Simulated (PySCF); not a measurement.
C₄H₄ClF, SMILES C=C(Cl)/C=C\F. Geometry optimised at PBE0-D3(BJ)/def2-SVP. The structure was generated by enumeration; whether it is a known compound was not checked. One conformer was computed; it need not be the lowest.

Q: Give the equilibrium geometry at PBE0-D3(BJ)/def2-SVP (PySCF confirms it by a frequency run) as bond lengths and angles, and its point group. (The exact figures need the calculation; the answer reports its results.)

A: This is not unique; one that fits is point group Cs.
Atoms: C1 C2 Cl3 C4 C5 F6 H7 H8 H9 H10. Bond lengths (Å): C1–C2 1.341, C1–H7 1.090, C1–H8 1.092, C2–Cl3 1.738, C2–C4 1.455, C4–C5 1.338, C4–H9 1.093, C5–F6 1.320, C5–H10 1.094. Bond angles (°): C2–C1–H7 121.4, C2–C1–H8 119.9, H7–C1–H8 118.7, C1–C2–Cl3 119.1, C1–C2–C4 122.8, Cl3–C2–C4 118.2, C2–C4–C5 130.7, C2–C4–H9 114.7, C5–C4–H9 114.6, C4–C5–F6 125.5, C4–C5–H10 122.0, F6–C5–H10 112.5.
